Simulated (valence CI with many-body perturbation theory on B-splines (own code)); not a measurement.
## Valence orbitals of Pb51+

Method: relativistic CI+MBPT: three valence electrons over a frozen Dirac-Fock core [Ar] 3d10, a basis of 11 s, 11 p, 9 d, 7 f, 5 g, 2 h, 1 i functions for each j, with the one-electron correlation potential Σ1 (screened to all orders), the two-electron term Σ2, the three-electron term Σ3, Breit, model QED; selected single and double excitations, second order for the rest (own B-spline code, finite nucleus).

No measured spectrum was set against this ion. As an estimate, large intervals hold to a few tenths of a per cent, small ones and those within an open d or f shell to about a per cent.

These are the spectroscopic orbitals of the CI (the correlating ones are not listed), shaped by the core and the other valence electrons. h is the expectation value of the core's Dirac-Fock operator, without the valence repulsion; Σ1 is computed up to l = 3 at one energy for each symmetry, that of its lowest orbital but kept below the first core excitation, so for empty shells it is not the orbital's own correlation shift; Breit and QED include the response of the core.

| Orbital | h (hartree) | Σ1 (cm⁻¹) | Breit (cm⁻¹) | QED (cm⁻¹) | ⟨r⟩ (bohr) |
| --- | --- | --- | --- | --- | --- |
| 4s1/2 | -120.79 | -15600 | 22645 | 17250 | 0.3406 |
| 5s1/2 | -72.646 | -5781 | 10265 | 8029 | 0.5665 |
| 6s1/2 | -48.514 | -2833 | 5392 | 4318 | 0.8518 |
| 7s1/2 | -34.689 | -1624 | 3221 | 2597 | 1.194 |
| 4p1/2 | -116.43 | -16829 | 35529 | 1320 | 0.3357 |
| 5p1/2 | -70.51 | -6265 | 16207 | 625 | 0.5674 |
| 6p1/2 | -47.325 | -3122 | 8666 | 345 | 0.8564 |
| 7p1/2 | -33.961 | -1805 | 5225 | 210 | 1.203 |
| 4p3/2 | -109.96 | -13984 | 19972 | 2588 | 0.3570 |
| 5p3/2 | -67.449 | -5546 | 9257 | 1226 | 0.5943 |
| 6p3/2 | -45.634 | -2838 | 5565 | 678 | 0.8890 |
| 7p3/2 | -32.93 | -1666 | 3381 | 414 | 1.241 |
| 4d3/2 | -103.39 | -16404 | 16165 | -739 | 0.3426 |
| 5d3/2 | -64.296 | -6336 | 7615 | -324 | 0.5873 |
| 6d3/2 | -43.881 | -3227 | 4191 | -173 | 0.8889 |
| 4d5/2 | -102.01 | -15281 | 10281 | -3.6 | 0.3482 |
| 5d5/2 | -63.622 | -5901 | 4646 | 25.0 | 0.5943 |
| 6d5/2 | -43.502 | -3009 | 2565 | 21.4 | 0.8973 |
| 4f5/2 | -95.076 | -15637 | 6900 | -540 | 0.3140 |
| 5f5/2 | -60.524 | -5138 | 2956 | -257 | 0.5685 |
| 4f7/2 | -94.685 | -14799 | 3058 | -249 | 0.3163 |
| 5f7/2 | -60.304 | -4879 | 1348 | -108 | 0.5714 |
| 5g7/2 | -58.658 |  | 350 | -65.9 | 0.5170 |
| 5g9/2 | -58.566 |  | 15.3 | 1.5 | 0.5184 |

Among the shells of the start configuration 4s2 4p1, Σ1 is largest in size for 4p1/2, where it is 0.066 % of h.

Lowest root of each symmetry, sizes in configuration state functions:

| J | Parity | Roots | Reference | Variational | Second order | Change by selected CI (cm⁻¹) | Change by second order (cm⁻¹) |
| --- | --- | --- | --- | --- | --- | --- | --- |
| 1/2 | even | 7 | 44 | 6614 | 5163 | -2986 | 0 |
| 3/2 | even | 12 | 71 | 12449 | 11654 | -1700 | -1 |
| 5/2 | even | 13 | 76 | 15999 | 17765 | -2522 | -1 |
| 7/2 | even | 7 | 59 | 14514 | 20874 | -4925 | -3 |
| 9/2 | even | 3 | 41 | 10542 | 17488 | -5809 | -4 |
| 1/2 | odd | 7 | 47 | 6304 | 5459 | -3010 | 0 |
| 3/2 | odd | 12 | 77 | 11058 | 9833 | -2842 | 0 |
| 5/2 | odd | 11 | 78 | 13074 | 16956 | -2853 | -1 |
| 7/2 | odd | 6 | 65 | 10903 | 19873 | -3228 | -2 |
| 9/2 | odd | 2 | 43 | 8567 | 14390 | -1719 | -4 |
